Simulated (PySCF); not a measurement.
CsF, SMILES [F][Cs]. Geometry optimised at PBE-D3(BJ)/def2-TZVPD. The def2 effective core potentials stand for the cores of Cs; spin–orbit coupling is left out.

**Question.** Give the equilibrium geometry at PBE-D3(BJ)/def2-TZVPD (PySCF confirms it by a frequency run) as a Z-matrix, and its point group. (An estimate is asked for; the answer gives what the named calculation found.)

**Answer.** point group C∞v.
```
F
Cs 1 2.4025
```
